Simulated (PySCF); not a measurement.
SMILES C[C](C)(C)[In]([OH])[OH] (C4H11InO2) (GFN2-xTB optimised geometry):

```
18

In    -1.038    -0.127     0.000
O     -2.473     1.253     0.000
H     -2.232     2.175    -0.048
O     -1.919    -1.892     0.101
H     -2.866    -1.767     0.139
C      1.273    -0.127     0.000
C      1.688    -0.421     1.424
C      1.655    -1.250    -0.935
C      1.774     1.220    -0.472
H      2.776    -0.506     1.484
H      1.252    -1.362     1.759
H      1.368     0.375     2.099
H      1.168    -2.175    -0.631
H      1.359    -1.022    -1.959
H      2.736    -1.405    -0.912
H      1.429     1.432    -1.486
H      1.432     2.018     0.189
H      2.866     1.226    -0.476
```

Method: PBE0/def2-SVP, def2 effective core potentials past Kr (PySCF).

Question: What are the frontier orbital energies and the dipole moment?

Answer: HOMO-2 -8.21 eV, HOMO-1 -7.66 eV, HOMO -6.82 eV, LUMO -1.05 eV, LUMO+1 -0.39 eV; dipole moment 3.06 D.

On the same geometry PySCF with PBE/def2-SVP, def2 effective core potentials past Kr gives HOMO-2 -6.51 eV, HOMO-1 -5.95 eV, HOMO -5.69 eV, LUMO -1.88 eV, LUMO+1 -1.06 eV; dipole moment 2.81 D.
